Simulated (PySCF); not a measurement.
AsGa (SMILES [Ga]=[As]), triplet, geometry from GFN2-xTB (such geometries of metal compounds can be far from the true shape).

PySCF was given this input:
```python
from pyscf import gto, scf, dft

mol = gto.Mole()
mol.atom = '''
    Ga   -0.00000000   -0.00000000   -1.21454477
    As    0.00000000    0.00000000    1.14093600
'''
mol.basis = '6-31g*'
mol.spin = 2
mol.verbose = 4
mol.build()

mf = dft.UKS(mol)
mf.xc = 'mn15'
mf.kernel()
```

Question: Estimate the dipole moment that MN15/6-31G* (PySCF) returns for this input.

Answer: 1.68 D

Question: Predict the total energy from MN15/6-31G*.

Answer: -4160.7423 Eh

These values belong to the state on which the SCF converged, which isn't shown to be the lowest.
